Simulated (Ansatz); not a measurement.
Question: Name a neutral molecule of C, S, Si, Sn and H with LUMO energy (ωB97M-V/def2-TZVPP) between 0.55 and 0.85 eV and HOMO–LUMO gap (PBE/def2-TZVPP) between 3.70 and 4.00 eV (Ansatz, PBE0-D4/def2-TZVP geometry).

Answer: `C1[SiH2][SnH2][S]1` (0.60 eV, 3.76 eV). Other molecules can fit too; these were computed, each in one conformer that needn't be the lowest.
